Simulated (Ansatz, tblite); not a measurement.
Removing an electron: GaH2(CCH) (C₂H₃Ga). The state is a singlet with charge 0. Geometry: PBE-D4/def2-TZVP. Ansatz, gas phase; energy differences of separate SCF runs; the oxidised species was run as a doublet alone.

```xyz
6

Ga    0.627   -0.686    0.911
H     1.849   -1.560    0.461
H     0.115   -0.588    2.390
C    -0.300    0.327   -0.433
C    -0.887    0.970   -1.289
H    -1.403    1.536   -2.041
```

The xTB rows come from tblite. Correlated methods freeze 11 core orbitals; core or outer-core shells of Ga are correlated, in sets that lack core-valence functions. In CCSD on the charge 1 doublet the largest single amplitude is 0.23, so its Hartree–Fock determinant may place the open shell otherwise than the density functionals do.

```tsv
level	−HOMO (eV)	vertical IE (eV)	−LUMO (eV)	HOMO–LUMO gap (eV)
GFN2-xTB	11.57	14.61	6.27	5.30
PBE0-D4/def2-TZVP	7.91	10.07	2.00	5.91
MP2/def2-TZVPP	–	10.81	–	–
CCSD/def2-TZVPP	–	10.34	–	–
CCSD(T)/def2-TZVPP	–	10.46	–	–
```

**Question.** Estimate the rows for GFN1-xTB, HF/def2-TZVPP, PBE-D4/def2-TZVP, r2SCAN-D4/def2-TZVP.

**Answer.** 
```tsv
level	−HOMO (eV)	vertical IE (eV)	−LUMO (eV)	HOMO–LUMO gap (eV)
GFN1-xTB	12.08	15.06	6.51	5.57
HF/def2-TZVPP	–	9.02	–	–
PBE-D4/def2-TZVP	6.72	9.83	2.81	3.92
r2SCAN-D4/def2-TZVP	6.96	9.89	2.55	4.41
```

  Raw xTB energy differences between charge states are shifted by several eV; the methods need an empirical correction for them.
